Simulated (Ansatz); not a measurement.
Ideal-gas functions of `N[Si](F)[SiH3]` radical at 400 K and 1 bar, from an Ansatz frequency run at PBE0-D4/def2-TZVP.

Molar mass 94.22 g/mol, point group C1 (symmetry number 1), electronic degeneracy 2, moments of inertia 82.251, 175.23, 237.085 u Å². Harmonic wavenumbers (cm⁻¹, unscaled): 78, 120, 157, 185, 275, 331, 414, 507, 518, 782, 806, 875, 903, 933, 937, 1572, 2192, 2228, 2238, 3595, 3695.

Use S(trans) = R[1.5 ln M + 2.5 ln T − 1.1517]; rotational temperatures θ = 24.2544 K / I; S(rot) = R[ln(√π/σ · √(T³/θAθBθC)) + 1.5]; for each mode x = 1.438777 ν̃/T, S = R[x/(eˣ − 1) − ln(1 − e⁻ˣ)] and H = RT x/(eˣ − 1); 1 cm⁻¹ = 0.0119627 kJ/mol; R = 8.31446 J/(mol·K).

Problem. By hand: the entropy, in J/(mol·K).

Solution. Translation 171.7. Rotation: θ = 0.2949, 0.1384, 0.1023 K, giving 114.7. Vibration, mode by mode: 18.91, 15.36, 13.18, 11.85, 8.74, 7.34, 5.73, 4.38, 4.25, 2.01, 1.88, 1.54, 1.42, 1.30, 1.29, 0.19, 0.03, 0.02, 0.02, 0.00, 0.00, in all 99.4. Electronic 5.8. Sum 391.6 J/(mol·K).

Problem. By hand: H − E and G − E in kJ/mol, counted from the electronic energy.

Solution. Zero-point energy ½ × 23341 × 0.0119627 = 139.6; thermal vibration 20.7; translation, rotation and pV give 4 RT = 13.3. H − E = 173.6 kJ/mol, and G − E = 173.6 − 400 × 391.6/1000 = 17.0 kJ/mol.

Vibration gives 25 % of the entropy, 34.3 J/(mol·K) of it from the modes under 150 cm⁻¹: soft modes count most, and the harmonic formula is weakest for them. The sum counts one conformer and one mirror image; others add a mixing term.
